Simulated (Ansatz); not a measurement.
Geometry optimisation, Ansatz, RKS r2SCAN/def2-SVP.

Input file:

```yaml
crystal:
  periodic: [false, false, false]
  atoms:
    - { symbol: B, position_ang: [-0.33889, 1.62771, 0.07705] }
    - { symbol: C, position_ang: [0.51162, 0.67605, -0.47641] }
    - { symbol: O, position_ang: [0.655, -0.68935, -0.36601] }
    - { symbol: B, position_ang: [-0.15832, -1.48947, 0.30491] }
    - { symbol: H, position_ang: [-0.95899, 2.51086, 0.45828] }
    - { symbol: H, position_ang: [1.26649, 1.07583, -1.16254] }
    - { symbol: H, position_ang: [-1.06687, -0.95605, 0.82018] }
    - { symbol: H, position_ang: [0.02182, -2.65635, 0.38028] }
basis:
  gaussian: { orbitals: def2-SVP }
hamiltonian:
  xc: r2scan
relax:
  f_tol: 0.015
  max_steps: 40
```

Run as:

```bash
$ ansatz run input.yaml --threads 1 --pin off --max-ram 2048MiB --backend cpu --events-out ev --progress --plain --runs-dir out
```

Question: Where does it end, and by what steps?

Answer: It converged. After 8 steps the energy has fallen by 0.125 eV; H5 moved furthest, 0.15 Å.

```json
{"step": "0", "energy less start (eV)": "0.0000", "largest force component (eV/Å)": "1.074", "accepted": "yes"}
{"step": "1", "energy less start (eV)": "-0.1082", "largest force component (eV/Å)": "0.388", "accepted": "yes"}
{"step": "2", "energy less start (eV)": "-0.1215", "largest force component (eV/Å)": "0.106", "accepted": "yes"}
{"step": "3", "energy less start (eV)": "-0.1213", "largest force component (eV/Å)": "0.083", "accepted": "no"}
{"step": "4", "energy less start (eV)": "-0.1225", "largest force component (eV/Å)": "0.056", "accepted": "yes"}
{"step": "5", "energy less start (eV)": "-0.1238", "largest force component (eV/Å)": "0.056", "accepted": "yes"}
{"step": "6", "energy less start (eV)": "-0.1246", "largest force component (eV/Å)": "0.052", "accepted": "yes"}
{"step": "7", "energy less start (eV)": "-0.1250", "largest force component (eV/Å)": "0.057", "accepted": "yes"}
{"step": "8", "energy less start (eV)": "-0.1252", "largest force component (eV/Å)": "0.006", "accepted": "yes"}
```

```xyz
8
Properties=species:S:1:pos:R:3
B -0.343 1.552 0.066
C 0.575 0.662 -0.521
O 0.684 -0.710 -0.423
B -0.181 -1.433 0.319
H -1.050 2.401 0.499
H 1.345 1.105 -1.171
H -1.080 -0.853 0.908
H -0.018 -2.626 0.359
```

Run time: 32 s on 1 thread of Arm Neoverse V1 (shared host), peak memory 0.24 GiB.
